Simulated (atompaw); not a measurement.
Cutoff test, tin (Sn), PAW (atompaw)

| Quantity | Value |
| --- | --- |
| Element | Sn |
| Generator | atompaw 4.2.0.5 |
| Type | PAW |
| Functional | PBEsol |
| Relativity | scalar-relativistic |
| Frozen core | [Kr] |
| Valence charge | 14 |
| Reference configuration | 4d10 5s2 5p2 |
| Partial waves | 5s (bound): rc 3.00 bohr; 5s channel at 0.8 Ry: rc 3.00 bohr; 5p (bound): rc 3.00 bohr; 5p channel at 1.45 Ry: rc 3.00 bohr; 4d (bound): rc 1.90 bohr; 4d channel at -0.95 Ry: rc 1.90 bohr; 4f channel at -0.2 Ry: rc 3.00 bohr; 4f channel at 2.4 Ry: rc 2.65 bohr |
| Local potential | bessel scheme, radius 1.95 bohr |
| Core correction | smooth core density matched at 2.90 bohr |
| Augmentation charge | besselshape compensation charge, radius 2.65 bohr; PAW radius 3.00 bohr; waves and projectors: custom rrkj gramschmidtortho |

The pseudo-atom Hamiltonian at the reference potential is diagonalised in spherical Bessel functions j_l(qr) that vanish at 20 bohr, with q² up to the cutoff. All-electron valence levels (Ry): 5s -0.7788, 5p -0.2726, 4d -1.8957.

**Question.** How do the lowest levels (Ry) of each channel move with the cutoff, and are there ghosts?

**Answer.**

```json
{"cutoff (Ry)": "8", "s #1": "-0.7787", "s #2": "-0.0279", "p #1": "-0.2725", "p #2": "0.0249", "d #1": "-1.2398", "f #1": "0.1056", "Σ f·Δε (mRy)": "6558.8"}
{"cutoff (Ry)": "12", "s #1": "-0.7788", "s #2": "-0.0279", "p #1": "-0.2726", "p #2": "0.0249", "d #1": "-1.6851", "f #1": "0.1056", "Σ f·Δε (mRy)": "2106.1"}
{"cutoff (Ry)": "18", "s #1": "-0.7788", "s #2": "-0.0279", "p #1": "-0.2726", "p #2": "0.0249", "d #1": "-1.8603", "f #1": "0.1056", "Σ f·Δε (mRy)": "354.2"}
{"cutoff (Ry)": "25", "s #1": "-0.7788", "s #2": "-0.0279", "p #1": "-0.2726", "p #2": "0.0249", "d #1": "-1.8902", "f #1": "0.1056", "Σ f·Δε (mRy)": "55.2"}
{"cutoff (Ry)": "30", "s #1": "-0.7788", "s #2": "-0.0279", "p #1": "-0.2726", "p #2": "0.0249", "d #1": "-1.8947", "f #1": "0.1056", "Σ f·Δε (mRy)": "10.4"}
{"cutoff (Ry)": "40", "s #1": "-0.7788", "s #2": "-0.0279", "p #1": "-0.2726", "p #2": "0.0249", "d #1": "-1.8952", "f #1": "0.1056", "Σ f·Δε (mRy)": "4.6"}
{"cutoff (Ry)": "50", "s #1": "-0.7788", "s #2": "-0.0279", "p #1": "-0.2726", "p #2": "0.0249", "d #1": "-1.8956", "f #1": "0.1056", "Σ f·Δε (mRy)": "0.8"}
{"cutoff (Ry)": "60", "s #1": "-0.7788", "s #2": "-0.0279", "p #1": "-0.2726", "p #2": "0.0249", "d #1": "-1.8956", "f #1": "0.1056", "Σ f·Δε (mRy)": "0.7"}
{"cutoff (Ry)": "400", "s #1": "-0.7788", "s #2": "-0.0279", "p #1": "-0.2726", "p #2": "0.0249", "d #1": "-1.8957", "f #1": "0.1056", "Σ f·Δε (mRy)": "0.0"}
```

Result: no extra level below or beside the all-electron valence levels (s, p, d, f tested); 10 mRy is reached at 35 Ry and 1 mRy at 50 Ry.
